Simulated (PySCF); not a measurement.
Caution: the highest occupied level lies above zero, so the state may not be bound. This singlet lies within 0.05 eV of the relaxed triplet at the level B3LYP-D3(BJ)/def2-TZVPD (PySCF).

B3LYP has the VWN-RPA correlation part, as in Gaussian. 

C₃H₄B, SMILES `C#C[B-]C` (near-degenerate singlet) (charge -1, multiplicity 1)

Method: B3LYP-D3(BJ)/def2-TZVPD (PySCF).

```yaml
HOMO: 0.92 eV
total_energy: -141.5322 Ha
cost: about 30 core-seconds (a rough figure)
```

```xyz
8

C      2.4171    -0.1179     0.5914
C      1.1794    -0.3497     0.3520
B     -0.1907    -0.6275     0.0896
C     -1.4227     0.2890    -0.2377
H      3.1630    -0.8852     0.8065
H     -1.2063     0.8804    -1.1421
H     -1.5590     1.0219     0.5739
H     -2.3808    -0.2109    -0.3937
```
Charge -1, spin multiplicity 1.
